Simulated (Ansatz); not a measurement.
ReOCl5, SMILES [Re]([Cl])([Cl])([Cl])(=[O])([Cl])[Cl], multiplicity 1.

Geometry optimised at B3LYP-D3(BJ)/def2-SVP. The spin state was assumed, not searched. The def2 effective core potentials stand for the cores of Re; spin–orbit coupling is left out.

Two levels are set side by side: PBE/def2-SVPD (Ansatz, an electronic-structure program) and ωB97X-V/def2-SVPD (Ansatz). Energy differences of separate SCF runs at the same geometry; the states with an electron removed or added have multiplicity 2 and 2. Differences are taken from unrounded values.

```
quantity                             PBE
---------------------------------  -----
vertical ionisation energy (eV)    10.37
vertical electron affinity (eV)     4.61
vertical singlet–triplet gap (eV)   0.88
```

These are the PBE values. What does ωB97X-V give? (Estimate from the structure and the level; the computed values follow.)


```json
[
 {"quantity": "vertical ionisation energy (eV)", "ωB97X-V": "11.10", "PBE minus ωB97X-V": "-0.73"},
 {"quantity": "vertical electron affinity (eV)", "ωB97X-V": "5.95", "PBE minus ωB97X-V": "-1.34"},
 {"quantity": "vertical singlet–triplet gap (eV)", "ωB97X-V": "0.64", "PBE minus ωB97X-V": "0.24"}
]
```
